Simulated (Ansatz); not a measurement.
```yaml
crystal:
  periodic: [false, false, false]
  atoms:
    - {symbol: F, position_ang: [2.586854, -1.849686, -0.229097]}
    - {symbol: Sn, position_ang: [1.113585, -0.847667, -0.827515]}
    - {symbol: D, position_ang: [1.749796, 0.497263, -1.984330]}
    - {symbol: F, position_ang: [0.001993, -1.987313, -1.835909]}
    - {symbol: O, position_ang: [0.197798, -0.114332, 0.665858]}
    - {symbol: Si, position_ang: [-1.107673, 0.853933, 0.973790]}
    - {symbol: H, position_ang: [-2.339433, 0.234690, 0.422676]}
    - {symbol: H, position_ang: [-0.908365, 2.187027, 0.351445]}
    - {symbol: H, position_ang: [-1.206055, 0.979788, 2.445982]}
basis:
  gaussian: {orbitals: def2-TZVPD}
hamiltonian: {xc: {name: wPBEh}}
```

```sh
$ ansatz run in.yaml --threads 8 --pin off --events-out ev --progress --plain --max-ram 18278MiB
```

Output, abridged:

```
Error: YAML parse error: error: line 6 column 16: `D` is not an element symbol (H … Og, case-exact)
 --> <input>:6:16
  |
4 |     - {symbol: F, position_ang: [2.586854, -1.849686, -0.229097]}
5 |     - {symbol: Sn, position_ang: [1.113585, -0.847667, -0.827515]}
6 |     - {symbol: D, position_ang: [1.749796, 0.497263, -1.984330]}
  |                ^ `D` is not an element symbol (H … Og, case-exact)
7 |     - {symbol: F, position_ang: [0.001993, -1.987313, -1.835909]}
8 |     - {symbol: O, position_ang: [0.197798, -0.114332, 0.665858]}
  |
```

Problem. Something in this input is off. What?

Solution. An element symbol is wrong. The input was rejected before any iteration.
